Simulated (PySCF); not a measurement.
These are PBE-D3(BJ)/def2-TZVP // BP86-D3(BJ)/def2-SVP (PySCF 2.14.0) values and carry that method's errors. All species are isolated molecules in the gas phase. One relaxed conformer stands for a flexible species; it need not be the lowest. 

Reference species: [Sc(NH2)3] (neutral, multiplicity 1).

```
Item                                                            Result
------------------------------------------------------------  --------
mean distance from the central atom to its bonded neighbours   1.992 Å
HOMO                                                          -5.19 eV
HOMO–LUMO gap                                                  3.39 eV
charge on the central atom (meta-Löwdin)                        1.10 e
```

Changed species: [Sc(Br)3] (3 of 3 NH2 replaced by Br; the reference has 0 of 3 NH2 replaced by Br).

Q: Predict the effect on the mean distance from the central atom to its bonded neighbours, HOMO, HOMO–LUMO gap and charge on the central atom (meta-Löwdin).

A: the mean distance from the central atom to its bonded neighbours rises by 0.432 Å, to 2.424 Å; the HOMO falls by 2.14 eV, to -7.33 eV; the HOMO–LUMO gap falls by 0.28 eV, to 3.11 eV; the charge on the central atom (meta-Löwdin) increases by 0.02 e, to 1.12 e.
